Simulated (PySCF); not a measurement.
Ge(H)2(Me)2, C2H8Ge, SMILES [CH3][GeH2][CH3] (B3LYP/def2-SVP optimised geometry):

```
11

Ge     0.105    -0.842     0.000
C     -0.553     1.016     0.000
C     -0.553    -1.820    -1.579
H     -0.371    -1.558     1.288
H      1.654    -0.842     0.000
H     -0.209     1.546    -0.902
H     -0.183     1.558     0.883
H     -1.654     1.034     0.017
H     -0.183    -2.857    -1.574
H     -0.209    -1.333    -2.504
H     -1.654    -1.844    -1.585
```

Method: B3LYP/def2-TZVP (PySCF).

Problem. What are the frontier orbital energies and the dipole moment?

Solution. HOMO-2 -8.69 eV, HOMO-1 -8.48 eV, HOMO -8.27 eV, LUMO 0.76 eV, LUMO+1 0.93 eV; dipole moment 0.68 D.

On the same geometry PBE/def2-TZVP run with PySCF gives HOMO-2 -7.56 eV, HOMO-1 -7.42 eV, HOMO -7.26 eV, LUMO 0.31 eV, LUMO+1 0.45 eV; dipole moment 0.70 D.

Meta-Löwdin charges at B3LYP/def2-TZVP: Ge1 0.53, C2 -0.53, C3 -0.53, H4 -0.09, H5 -0.09, H6 0.12, H7 0.12, H8 0.12, H9 0.12, H10 0.12, H11 0.12.
